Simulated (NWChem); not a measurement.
# BGeH$_{3}$Cl$_{2}$; SMILES Cl[B](Cl)[GeH3]

```xyz
7

B     -0.0029     0.5892    -0.0147
Cl    -1.4917     1.5053     0.0006
Cl     1.5110     1.4653     0.0006
Ge    -0.0099    -1.4810    -0.0008
H      0.2677    -1.9651     1.4367
H     -1.3667    -2.0501    -0.4501
H      1.1025    -2.0375    -0.9077
```
Atoms are numbered in this order, from 1.

All runs: NWChem. The geometry was optimised at PBE0/def2-SVP.

Estimate the computed values for Hartree-Fock/def2-SVP. Quantities: highest occupied level (eV); orbital gap (eV); dipole (D).


| Item | Result |
|---|---|
| highest occupied level (eV) | -11.17 |
| orbital gap (eV) | 12.82 |
| dipole (D) | 0.47 |
